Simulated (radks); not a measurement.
Results of a calculation; reference values are marked as such.
Problem. All-electron atom: Bi4+ in [Xe] 4f14 5d10 6s1. Code: a radial shooting solver on a logarithmic mesh with Libxc functionals. Model: scalar-relativistic Kohn-Sham, exchange-only LDA, spin-polarised, spherical densities, point nucleus; open shells are filled with parallel spins first (spin-orbit coupling, left out, can overturn this in heavy ions). Some entries of the table are withheld. Estimate them.

| orbital | occ. | eigenvalue (hartree) | r(max) (bohr) |
|---|---|---|---|
| 1s up | 1 | -3331.566 | 0.009660 |
| 1s down | 1 | -3331.565 | 0.009660 |
| 2s up | 1 | -599.8074 | 0.05621 |
| 2s down | 1 | -599.8067 | 0.05621 |
| 2p up | 3 | -513.3816 | 0.04692 |
| 2p down | 3 | -513.3809 | 0.04692 |
| 3s up | 1 | -145.8656 | 0.1586 |
| 3s down | 1 | -145.8649 | 0.1586 |
| 3p up | 3 | -121.1841 | 0.1589 |
| 3p down | 3 | -121.1833 | 0.1589 |
| 3d up | 5 | -96.38421 | 0.1294 |
| 3d down | 5 | -96.38353 | 0.1294 |
| 4s up | 1 | -34.56393 | 0.3559 |
| 4s down | 1 | -34.56269 | 0.3559 |
| 4p up | 3 | -26.47731 | 0.3761 |
| 4p down | 3 | -26.47589 | 0.3761 |
| 4d up | 5 | -17.24149 | 0.3816 |
| 4d down | 5 | -17.23991 | 0.3816 |
| 5s up | 1 | -7.25115 | 0.7695 |
| 5s down | 1 | -7.24773 | 0.7696 |
| 4f up | 7 | -7.06439 | 0.3415 |
| 4f down | 7 | -7.06269 | 0.3415 |
| 5p up | 3 | -4.96915 | 0.8592 |
| 5p down | 3 | -4.96333 | 0.8590 |
| 5d up | 5 | (1) | 1.032 |
| 5d down | 5 | (2) | 1.029 |
| 6s up | 1 | -1.86153 | (3) |
| 6s down | 0 | -1.80868 | (4) |
| 6p up | 0 | (5) | 2.138 |
| 6p down | 0 | (6) | 2.129 |
| 7s up | 0 | -0.80616 | 3.788 |
| 7s down | 0 | -0.77732 | 3.848 |

Solution. 
(1) 5d up eigenvalue (hartree): -2.42994
(2) 5d down eigenvalue (hartree): -2.41281
(3) 6s up r(max) (bohr): 1.788
(4) 6s down r(max) (bohr): 1.776
(5) 6p up eigenvalue (hartree): -1.36907
(6) 6p down eigenvalue (hartree): -1.31163
